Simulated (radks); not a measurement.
Task: The barium ion Ba3+ is in [Kr] 4d10 5s2 5p5. Method: scalar-relativistic Kohn-Sham, PBE, spin-polarised, spherical densities, finite nucleus; Fermi nuclear charge, rms radius of each element as measured or else 0.836 A^(1/3) + 0.57 fm; computed with a radial shooting solver on a logarithmic mesh with Libxc functionals. Open shells are filled with parallel spins first. One electron is removed from 4d, 4p, 5p, 5s in turn, with full relaxation. Which removal costs least, and what does each cost?

Result: 5p 47.235 eV; 5s 63.575 eV; 4d 125.77 eV; 4p 217.92 eV. The 5p electron leaves first.
